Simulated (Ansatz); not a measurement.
Ansatz (a quantum-chemistry and plane-wave program) input (CCSD(T)/aug-cc-pVDZ):

Ansatz 0.2 input:
```yaml
crystal:
  periodic: [false, false, false]
  atoms:
    - {symbol: Ge, position_ang: [-0.00111275, 0.00073862, 0.04560348]}
    - {symbol: H, position_ang: [0.02372375, -1.36442459, -0.70760372]}
    - {symbol: H, position_ang: [0.01188437, 1.34078877, -0.75170776]}
basis:
  gaussian:
    orbitals: aug-cc-pVDZ
total_charge: 1
magnetization: {spin_polarized: true, initial_magnetization: 1}
correlation: {method: ccsd_t, electrons: outside_noble_gas}
output: {forces: true}
```

Output:

```
Functional definition: HF
integrals: 0.04 GiB planned
576 factors; integrals over basis functions are off by at most 6.8e-4 eV
mean field: 0.12 GiB planned
mean field evaluation 1: about -56494.5082 eV, gradient 6.2e0 eV
mean field evaluation 2: about -56494.5078 eV, gradient 6.2e0 eV
mean field evaluation 4: about -56495.0148 eV, gradient 4.9e-1 eV
mean field evaluation 8: about -56495.0204 eV, gradient 5.8e-4 eV
mean field evaluation 16: about -56495.0204 eV, gradient 1.7e-6 eV
mean field evaluation 32: about -56492.8289 eV, gradient 6.7e-2 eV
mean field -56495.02035027 eV, -2076.1537041724 hartree, gradient 1.7e-6 eV, S^2 0.757959; 1 other end points of the search recorded, 0 dependent functions left out
determinant -56495.02035027 eV, -2076.1537041724 hartree, with singles and doubles -56497.25440876 eV, -2076.2358043076 hartree
determinant -56492.82893188 eV, -2076.0731710319 hartree, with singles and doubles -56495.30310879 eV, -2076.1640953564 hartree
14 core orbitals not correlated
reference -56495.02035027 eV, -2076.1537041724 hartree; 3, 2 occupied and 37, 38 virtual orbitals, 576 factors
densities: 0.14 GiB planned
second order -1.66497901 eV of doubles, -0.00000000 eV of singles
coupled cluster: 0.12 GiB planned
cycle   1  -2.21820979 eV  change   -8.4e-2 eV  update   1.4e-2
cycle   2  -2.22340491 eV  change   -5.2e-3 eV  update   4.7e-3
cycle   3  -2.22632482 eV  change   -2.9e-3 eV  update   1.4e-3
cycle   4  -2.22709916 eV  change   -7.7e-4 eV  update   4.3e-4
cycle   5  -2.22730623 eV  change   -2.1e-4 eV  update   1.7e-4
cycle   6  -2.22736512 eV  change   -5.9e-5 eV  update   6.3e-5
cycle   7  -2.22737578 eV  change   -1.1e-5 eV  update   2.0e-5
cycle   8  -2.22737477 eV  change    1.0e-6 eV  update   6.2e-6
cycle   9  -2.22737390 eV  change    8.7e-7 eV  update   2.2e-6
cycle  10  -2.22737414 eV  change   -2.4e-7 eV  update   8.4e-7
perturbative correction -0.03946261 eV, -0.0014502240 hartree
the calculation of the forces begins
Total energy: -56497.28718702 eV, -2076.2370088861 hartree
Atom 0 at    -0.001113     0.000739     0.045603 Å, force     0.001170    -0.000777    -0.047955 eV/Å
Atom 1 at     0.023724    -1.364425    -0.707604 Å, force    -0.000665     0.018725     0.023678 eV/Å
Atom 2 at     0.011884     1.340789    -0.751708 Å, force    -0.000505    -0.017948     0.024276 eV/Å
Dipole moment:     0.001243    -0.000825    -0.050948 e Å
```
